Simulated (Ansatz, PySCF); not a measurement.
SiF2I2, SMILES F[Si](F)(I)I. Atoms are numbered in the order given.

```xyz
5

F      0.0000     1.2905     1.8551
Si     0.0000     0.0000     0.8942
F      0.0000    -1.2905     1.8551
I     -2.0292     0.0000    -0.4334
I      2.0292     0.0000    -0.4334
```

Geometry optimised at B3LYP-D3(BJ)/def2-SVP. The def2 effective core potentials stand for the cores of I; spin–orbit coupling is left out.

Two levels are set side by side: PBE-D3(BJ)/def2-SVP (Ansatz, a first-principles code) and B3LYP-D3(BJ)/def2-SVP (Ansatz). Each level has its own optimised geometry; the coordinates shown are those of the second. Frequencies come from the Hessian of PySCF at each geometry. Differences are taken from unrounded values.

| quantity | B3LYP-D3(BJ) | PBE-D3(BJ) | PBE-D3(BJ) minus B3LYP-D3(BJ) |
|---|---|---|---|
| mean bond length (Å) | 2.017 | 2.024 | 0.007 |
| bond F1–Si2 (Å) | 1.609 | 1.622 | 0.013 |
| bond Si2–F3 (Å) | 1.609 | 1.622 | 0.013 |
| bond Si2–I4 (Å) | 2.425 | 2.427 | 0.002 |
| bond Si2–I5 (Å) | 2.425 | 2.427 | 0.002 |
| highest harmonic wavenumber (cm⁻¹) | 967 | 940 | -28 |
| mean harmonic wavenumber (cm⁻¹) | 395 | 384 | -11 |
| zero-point energy (kcal/mol) | 5.09 | 4.94 | -0.15 |

GGA bonds tend to be longer and softer than those of functionals with exact exchange. Differences between two approximate levels are no errors against the true value.
